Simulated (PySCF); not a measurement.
These are PySCF with PBE-D3(BJ)/def2-TZVP // B3LYP-D3(BJ)/def2-TZVP values and carry that method's errors. Gas-phase values, no solvent. Delta-SCF ions had no search for a lower state. Excitations are Tamm–Dancoff values on a coarser integration grid. The basis has no diffuse functions, so Rydberg states are missing or too high.

Reference species (SMILES): `COC#N` (neutral, multiplicity 1).

* **S1 oscillator strength**: 0.011
* **S1 excitation (TDA)**: 6.68 eV
* **vertical ionisation energy (Delta-SCF)**: 10.91 eV

After one change: the S1 oscillator strength hardly moves; the S1 excitation (TDA) falls by 1.13 eV; the vertical ionisation energy (Delta-SCF) stays essentially unchanged.

Task: Which change was made? The new species is one of these.
A. `C#CC#N`
B. `N#CO[SiH3]`
C. `N#CC=S`
D. `N#CC=O`

Result: B, `N#CO[SiH3]`
